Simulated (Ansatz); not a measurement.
`N[SiH]1BCC1` → `CN1B[SiH]1C`  (isomerisation)

Computed with Ansatz on PBE0-D4/def2-TZVP structures; ΔE is electronic, products minus reactants. CCSD(T)/CBS is the MP2 limit (def2-TZVPP, def2-QZVPP) plus CCSD(T) − MP2 in def2-TZVPP, frozen cores. DFT in def2-TZVPP. B3LYP here is the variant with VWN-RPA as its local correlation; programs differ in this. One conformer a species, not always the lowest.

```json
{"level": "PBE-D4", "ΔE (kcal/mol)": "-17.9", "difference from CCSD(T)/CBS": "-2.6"}
{"level": "PBE0-D4", "ΔE (kcal/mol)": "-15.9", "difference from CCSD(T)/CBS": "-0.6"}
{"level": "B3LYP-D4", "ΔE (kcal/mol)": "-18.0", "difference from CCSD(T)/CBS": "-2.7"}
{"level": "ωB97X-V", "ΔE (kcal/mol)": "-14.8", "difference from CCSD(T)/CBS": "0.5"}
{"level": "ωB97M-V", "ΔE (kcal/mol)": "-15.6", "difference from CCSD(T)/CBS": "-0.3"}
{"level": "B2PLYP", "ΔE (kcal/mol)": "-17.7", "difference from CCSD(T)/CBS": "-2.4"}
{"level": "PBE0", "ΔE (kcal/mol)": "-16.1", "difference from CCSD(T)/CBS": "-0.8"}
{"level": "B3LYP", "ΔE (kcal/mol)": "-18.5", "difference from CCSD(T)/CBS": "-3.2"}
{"level": "HF/def2-TZVPP", "ΔE (kcal/mol)": "-13.8", "difference from CCSD(T)/CBS": "1.5"}
{"level": "MP2/def2-TZVPP", "ΔE (kcal/mol)": "-16.4", "difference from CCSD(T)/CBS": "-1.1"}
{"level": "SCS-MP2/def2-TZVPP", "ΔE (kcal/mol)": "-16.6", "difference from CCSD(T)/CBS": "-1.3"}
{"level": "CCSD/def2-TZVPP", "ΔE (kcal/mol)": "-15.2", "difference from CCSD(T)/CBS": "0.1"}
{"level": "CCSD(T)/def2-TZVPP", "ΔE (kcal/mol)": "-16.1", "difference from CCSD(T)/CBS": "-0.8"}
{"level": "HF/def2-QZVPP", "ΔE (kcal/mol)": "-13.9", "difference from CCSD(T)/CBS": "1.4"}
{"level": "SCS-MP2/def2-QZVPP", "ΔE (kcal/mol)": "-16.2", "difference from CCSD(T)/CBS": "-0.9"}
{"level": "HF/CBS(def2)", "ΔE (kcal/mol)": "-13.9", "difference from CCSD(T)/CBS": "1.4"}
{"level": "CCSD(T)/CBS", "ΔE (kcal/mol)": "-15.3", "difference from CCSD(T)/CBS": "0"}
```

Largest T1 diagnostic among the species: 0.013.

From PBE to PBE0 (25 % exact exchange), in def2-TZVPP and without D4, ΔE moves by +2.1 kcal/mol. In def2-TZVPP, CCSD(T) changes the Hartree–Fock value by −2.3 kcal/mol (the triples alone add −0.9 kcal/mol) and MP2 by −2.7 kcal/mol.

CCSD(T)/CBS has its own doubt, a few kJ/mol and more with outer-core shells, so smaller differences from it don't rank the levels.
